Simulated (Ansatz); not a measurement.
Cost and result up the ladder for Cu5Te (the lowest doublet isomer of a short search) (6 atoms). Total charge 0; doublet. Geometry: PBE-D4/def2-SVP.

Cartesian coordinates in Å:
```
Cu -1.500 -0.909 -0.386
Cu -0.345 1.147 0.423
Cu 1.790 0.451 1.329
Cu -0.018 -1.071 1.463
Cu 0.925 -0.457 -0.740
Te -0.853 0.839 -2.089
```

Ansatz on 4 threads of Arm Neoverse V1 on a shared host. Times are rough, and most runs start from the orbitals of an earlier one. CAM-B3LYP-D4/def2-SVP serves as the yardstick here, not as an exact answer. Differences are given only for rows in sets of like size (and for xTB, whose basis is part of the method), since another set adds its own error. Binding counts from free atoms at the same level (Cu doublet, Te triplet; other spins of the atoms weren't run), without zero-point energy or a counterpoise term.

In the def2 sets Te takes a core potential; there is no spin–orbit coupling. Correlated methods freeze 49 core orbitals; core or outer-core shells of Te are correlated, in sets that lack core-valence functions. No other spin state of charge 0 was run. The structure comes from a short search, and lower isomers may exist.

Correlated methods converge slowly with the basis.

```tsv
level	functions	wall time
PBE-D4/def2-SVP	181	9.5 s
HF/def2-SVP	181	14 s
CAM-B3LYP-D4/def2-SVP	181	23 s
PBE0-D4/def2-SVP (with forces)	181	24 s
PBE-D4/def2-TZVPD	299	24 s
r2SCAN-D4/def2-SVP	181	27 s
B97M-V/def2-SVP	181	44 s
RPA@PBE/def2-TZVP	275	45 s
MP2/def2-TZVP	275	50 s
B97M-V/def2-TZVPD	299	91 s
```

Task: Estimate what each level gives for the binding energy per atom (eV).

Result: 
```
                         level  binding energy per atom (eV)  difference from CAM-B3LYP-D4/def2-SVP (eV)
               PBE-D4/def2-SVP                          2.57                                        0.48
                   HF/def2-SVP                          0.74                                       -1.36
         CAM-B3LYP-D4/def2-SVP                          2.10                                        0.00
PBE0-D4/def2-SVP (with forces)                          2.18                                        0.09
             PBE-D4/def2-TZVPD                          2.10                                           –
            r2SCAN-D4/def2-SVP                          2.58                                        0.49
               B97M-V/def2-SVP                          2.38                                        0.29
             RPA@PBE/def2-TZVP                          1.56                                           –
                 MP2/def2-TZVP                          1.81                                           –
             B97M-V/def2-TZVPD                          1.99                                           –
```
